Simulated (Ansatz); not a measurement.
`C[S][In]([CH3])[F]` → F• + `C[S][In][CH3]`•  (homolysis of the F–In bond)

Calculated with Ansatz (gas phase, PBE0-D4/def2-TZVP geometries, no zero-point term in ΔE). CCSD(T)/CBS is the MP2 limit (def2-TZVPP, def2-QZVPP) plus CCSD(T) − MP2 in def2-TZVPP, frozen cores. This one scheme is used for every species, atoms too. DFT in def2-TZVPP. B3LYP here is the variant with VWN-RPA as its local correlation; programs differ in this. No spin–orbit coupling; open shells (•) take unrestricted orbitals. Spin–orbit coupling would lower the free atoms: a little for F. Elements past krypton have def2 core potentials. Bonds to In are less sure, by a few kJ/mol each and by 10 to 20 or more in all where they break to atoms, as the def2 sets lack core-valence functions. One conformer a species, not always the lowest.

`C[S][In]([CH3])[F]`:

```xyz
11

C    -0.683   -2.085   -0.534
S    -1.737   -1.135    0.610
In   -0.548    0.902    0.790
C     1.257    1.680   -0.036
F    -1.513    2.107    2.000
H    -1.177   -3.046   -0.676
H    -0.593   -1.599   -1.504
H     0.308   -2.267   -0.118
H     2.088    1.013    0.191
H     1.440    2.662    0.397
H     1.158    1.768   -1.118
```

`C[S][In][CH3]`•:

Cartesian coordinates in Å:
```
C 0.472 -1.739 -0.271
S 1.741 -1.122 0.881
In 1.028 1.177 1.201
C -0.762 1.776 0.071
H -0.511 -1.777 0.198
H 0.419 -1.137 -1.178
H 0.760 -2.753 -0.549
H -1.039 2.802 0.301
H -0.536 1.677 -0.993
H -1.572 1.095 0.339
```

```tsv
level	ΔE (kJ/mol)	difference from CCSD(T)/CBS
r2SCAN-D4	479.4	-22.2
PBE0-D4	471.0	-30.6
B3LYP-D4	470.2	-31.4
ωB97X-V	496.5	-5.1
PBE0	471.0	-30.6
B3LYP	470.5	-31.1
HF/def2-TZVPP	325.8	-175.8
CCSD(T)/def2-TZVPP	476.7	-24.9
HF/CBS(def2)	329.3	-172.3
CCSD/CBS(def2)	490.6	-11.0
CCSD(T)/CBS	501.6	0
```

Largest T1 diagnostic among the species: 0.016.

In def2-TZVPP, CCSD(T) changes the Hartree–Fock value by +150.9 kJ/mol (the triples alone add +11.1 kJ/mol) and MP2 by +183.7 kJ/mol; breaking electron pairs costs correlation energy, which Hartree–Fock lacks. From PBE to PBE0 (25 % exact exchange), in def2-TZVPP and without D4, ΔE moves by −22.3 kJ/mol: exact exchange takes away binding that semilocal exchange gives to molecules.

CCSD(T)/CBS has its own doubt, a few kJ/mol and more with outer-core shells, so smaller differences from it don't rank the levels.
